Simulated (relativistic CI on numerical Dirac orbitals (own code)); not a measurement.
Ni3+ in a cubic cluster: 2p photoemission with charge transfer

Computed with a charge-transfer multiplet model of a cubic metal-ligand cluster with up to 2 ligand holes, Slater and spin-orbit integrals from Dirac-Coulomb-Breit ions, Slater integrals scaled by 0.8. The ground state mixes d7 with configurations of k ligand holes L, whose averages lie at kΔ + k(k − 1)U_dd/2; a core hole lowers each added d electron by U_cd. 20 K, Lorentzian 0.6 eV and Gaussian 0.8 eV FWHM.

Atomic integrals in eV (Slater integrals scaled, ζ unscaled), ground: F2dd 10.578, F4dd 6.603, zeta_d 0.089; with the core hole: F2dd 11.936, F4dd 7.492, zeta_d 0.124, zeta_core 11.400, F2cd 7.214, G1cd 5.576, G3cd 3.173.

Cluster parameters (eV): U_dd = 6.8, U_cd = 8.8, 10Dq = 0.6, 10Dq(ligand) = 0.2, V(eg) = 2.6, V(t2g) = -1.38, final-state hopping factor = 0.8.

| Case | n_d | d7 | d8L | d9L2 | S |
| --- | --- | --- | --- | --- | --- |
| Δ = 0.2 eV | 7.59 | 0.47 | 0.48 | 0.06 | 1.25 |
| Δ = 2.2 eV | 7.36 | 0.66 | 0.31 | 0.02 | 1.50 |
| Δ = 3.2 eV | 7.29 | 0.72 | 0.26 | 0.01 | 1.50 |
| Δ = 4.2 eV | 7.24 | 0.77 | 0.22 | 0.01 | 1.50 |
| Δ = 6.2 eV | 7.16 | 0.84 | 0.15 | 0.00 | 1.50 |

Weights, n_d and S are thermal averages at 20 K. Binding energies count from the first peak over 30 % of the highest in each spectrum, which can be another peak from case to case. The parameters are a model scan and need not match a compound or its usual spin state. Peaks in eV (height, largest 100):
- Δ = 0.2 eV: 0.0 (100), 4.3 (24), 7.2 (26), 9.6 (20), 11.0 (20), 13.2 (14), 18.5 (47), 26.3 (19), 31.3 (9)
- Δ = 2.2 eV: 0.0 (100), 4.1 (25), 6.6 (45), 9.9 (32), 14.6 (11), 16.2 (9), 19.3 (50), 25.7 (28), 29.6 (14)
- Δ = 3.2 eV: 0.0 (100), 6.4 (52), 9.7 (28), 13.8 (9), 15.3 (8), 19.4 (52), 25.8 (33), 29.3 (10)
- Δ = 4.2 eV: 0.0 (100), 1.6 (54), 6.2 (49), 9.8 (22), 13.3 (6), 14.7 (7), 19.4 (53), 25.7 (33), 29.4 (5)
- Δ = 6.2 eV: 0.0 (100), 2.1 (52), 5.0 (32), 6.7 (37), 10.6 (13), 19.3 (58), 25.3 (25)

For the case Δ = 3.2 eV, Δ = 3.2 eV is smaller than U_dd = 6.8 eV, the charge-transfer side of the Zaanen-Sawatzky-Allen scheme. With the core hole the configuration with one ligand hole lies at Δ − U_cd = -8.6, -6.6, -5.6, -4.6, -2.6 eV from the one without, in the order of the table; where this is negative the screened configuration lies lower, though the effective hopping of about 2.9 eV (from the holes of the mixed ground state) mixes the two strongly wherever it is as large as the gap.

With at most 2 ligand holes the space is cut while the next configuration still counts, so covalency is underestimated, and a final configuration with one more ligand hole, which can lie low, is missing from the spectra.
